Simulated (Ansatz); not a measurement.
`[F][Mg][F]` + `FC1=N[SiH]1Cl` → `[F][Mg][Cl]` + `FC1=N[SiH]1F` at 700 K and 1 bar (redistribution).

Program: Ansatz. Geometries: PBE0-D4/def2-TZVP. ΔE: electronic, gas phase. CCSD(T)/CBS is the MP2 limit (def2-TZVPP, def2-QZVPP) plus CCSD(T) − MP2 in def2-TZVPP, frozen cores. For Mg outer-core shells are correlated without core-valence functions, which leaves a few kJ/mol of doubt a bond.

```
        species  CCSD(T)/CBS energy (Eh)  H − E (kJ/mol)  S (J/(mol·K))
   `[F][Mg][F]`               -399.61583            45.9          295.3
`FC1=N[SiH]1Cl`               -941.99197           115.2          396.3
  `[F][Mg][Cl]`               -759.61026            45.3          314.5
 `FC1=N[SiH]1F`               -582.02075           116.6          381.5
```

H − E and S are ideal-gas, rigid-rotor, harmonic terms from PBE0-D4/def2-TZVP, for one conformer and one mirror image of each species. 1 Eh = 2625.50 kJ/mol, R = 8.31446 J/(mol·K).

Question: By hand: ΔE, ΔH, ΔS and ΔG.

Answer: ΔE = (-759.61026) + (-582.02075) − (-399.61583) − (-941.99197) = -0.02321 Eh = -60.9 kJ/mol. Δ(H − E) = 45.3 + 116.6 − 45.9 − 115.2 = 0.8, so ΔH = -60.1 kJ/mol. ΔS = 314.5 + 381.5 − 295.3 − 396.3 = 4.4 J/(mol·K). ΔG = -60.1 − 700 × (4.4)/1000 = -63.2 kJ/mol.

Question: By hand: the equilibrium constant, and the temperature at which ΔG would vanish if ΔH and ΔS stayed fixed.

Answer: log₁₀ K = −ΔG/(RT ln 10) = 4.7. ΔH and −TΔS have one sign here, so there is no such temperature.

The number of gas molecules stays the same, so ΔS is small and ΔH decides. A doubt of 5 kJ/mol in ΔE shifts log₁₀ K by 0.4 here. Other conformers and mirror images would add mixing entropy, several J/(mol·K) or more a flexible species. These are equilibria of isolated gas molecules and say nothing of rates. Largest T1 diagnostic: 0.014 (customary marks: 0.02 for closed shells, 0.045 for open ones).

ΔS is within the doubt of such terms, so its sign, and with it that verdict, could turn.
